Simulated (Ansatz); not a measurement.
Cd7Te7⁺. The state is a doublet with charge 1. Geometry PBE-D4/def2-SVP, that of the neutral singlet; atoms count from 1.

```xyz
14

Te   -3.554   -1.818    0.143
Te    2.198    3.821   -1.307
Te   -1.771    1.334   -2.474
Te   -0.803    1.771    2.492
Te    0.238   -2.765    3.334
Te    2.221   -0.917   -0.626
Te    0.382   -3.144   -1.630
Cd    0.554    3.271    0.729
Cd   -2.200    0.634    0.309
Cd   -1.050   -2.973    0.934
Cd    0.915    1.303   -1.841
Cd    3.764    1.497    0.103
Cd   -1.784   -1.469   -2.088
Cd    0.889   -0.546    1.922
```

In the def2 sets Cd, Te take a core potential; there is no spin–orbit coupling. Single mean-field runs in def2-TZVP are fitted with def2-universal-jkfit.

Estimate the Mulliken populations from the PBE0/def2-TZVP orbitals of Ansatz.


```csv
atom,charge (e),spin (α − β),d electrons
Te1,-0.41,0.04,–
Te2,-0.36,0.10,–
Te3,-0.42,0.00,–
Te4,-0.37,0.00,–
Te5,-0.19,0.73,–
Te6,-0.26,-0.02,–
Te7,-0.30,0.15,–
Cd8,0.50,-0.01,10.00
Cd9,0.47,0.00,10.01
Cd10,0.51,-0.04,10.00
Cd11,0.53,-0.01,10.01
Cd12,0.31,0.08,10.00
Cd13,0.54,0.00,10.01
Cd14,0.45,-0.02,10.01
```
Mulliken values depend strongly on the basis.

Where does the spin sit?

Summed by element: Te 1.00, Cd 0.00, of 1 unpaired in all. Largest on single atoms: Te5 0.73, Te7 0.15, Te2 0.10.

And the Mayer bond orders between heavy atoms (over 0.3)?

Te1–Cd9 0.72 (2.81 Å); Te1–Cd10 0.68 (2.87 Å); Te1–Cd13 0.60 (2.87 Å); Te2–Cd8 0.92 (2.68 Å); Te2–Cd11 0.60 (2.88 Å); Te2–Cd12 0.41 (3.14 Å); Te3–Cd9 0.62 (2.90 Å); Te3–Cd11 0.77 (2.76 Å); Te3–Cd13 0.66 (2.83 Å); Te4–Cd8 0.83 (2.68 Å); Te4–Cd9 0.62 (2.83 Å); Te4–Cd14 0.61 (2.92 Å); Te5–Cd10 0.74 (2.73 Å); Te5–Cd14 0.77 (2.71 Å); Te6–Cd11 0.57 (2.85 Å); Te6–Cd12 0.52 (2.96 Å); Te6–Cd14 0.64 (2.90 Å); Te7–Cd10 0.58 (2.94 Å); Te7–Cd13 0.69 (2.78 Å); Te6–Te7 0.61 (3.06 Å).
